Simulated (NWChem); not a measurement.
Molecule: CuF; SMILES [F][Cu]

```xyz
2

Cu     0.0000     0.0000    -0.4201
F      0.0000     0.0000     1.3226
```
Atoms are numbered in this order, from 1.

Computed with NWChem. Pople sets run with spherical d functions. Structure relaxed at the PBE-D3(BJ)/def2-SVP level. Static field.

| level | basis functions | isotropic polarisability (bohr³) | anisotropy (bohr³) | relative time |
|---|---|---|---|---|
| PBE/6-31G* | 48 | 32.4 | 6.0 | 1 |
| PBE/def2-SVP | 45 | 18.5 | 7.1 | 2 |
| PBE/def2-SVPD | 57 | 25.7 | 4.3 | 1 |
| PBE/def2-TZVP | 76 | 19.9 | 6.2 | 4 |
| PBE/aug-cc-pVDZ | 82 | 26.7 | 3.0 | 100 |
| PBE/def2-TZVPD | 88 | 26.1 | 3.5 | 5 |
| PBE/aug-cc-pVTZ | 139 | 26.9 | 3.0 | 300 |

The last column is a rough cost ratio, cheapest run = 1.
